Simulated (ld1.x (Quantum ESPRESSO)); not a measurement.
## Configuration tests for Se (PAW)

ld1.x (Quantum ESPRESSO) 7.5 input, shortened:

```
&input
   title='Se', zed=34., rel=1, dft='BLYP', iswitch=3,
   config='[Ar] 3d10 4s2 4p3 4d-2'
 /
 &inputp
   pseudotype=3, lpaw=.true., tm=.true., lloc=-1, rcloc=1.46,
   nlcc=.true., new_core_ps=.true., rcore=0.85,
   which_augfun='PSQ', rmatch_augfun_nc=.true.
 /
6
4S  1  0   2.00   0.00  1.50  1.70  0.0
4S  1  0   0.00  -0.95  1.50  1.70  0.0
4P  2  1   3.00   0.00  1.40  1.60  0.0
4P  2  1   0.00   0.15  1.40  1.60  0.0
4D  3  2  -2.00   0.25  1.00  1.35  0.0
4D  3  2  -2.00   1.40  1.00  1.35  0.0
 &test
   configts(1)='4s2 4p3'
 /
```

Energies are relative to the spin-unpolarised reference configuration 4s2 4p3; without spin polarisation the order of configurations can differ from experiment.

```csv
valence configuration,charge,ΔE all-electron (eV),error AE − PS (meV)
4s2 4p2,+2,20.236,-13
4s2 4p1,+3,51.061,-71
4s2 4p4.3,-0.3,-12.255,-1.6
4s1 4p5,0,0.235,+0.4
4s2 4p3.5,+0.5,-6.467,+0.1
4s0 4p6,0,11.393,-7.5
```

Q: What are ΔE and the potential's error for 4s2 4p4?

A: ΔE = -10.705 eV all-electron; the error (AE − PS) is -1.0 meV.

Note: ghost state, extra bound levels that the all-electron valence spectrum of the same l lacks: d at -65.2 eV. A true bound ghost makes a file unfit for plane-wave use.
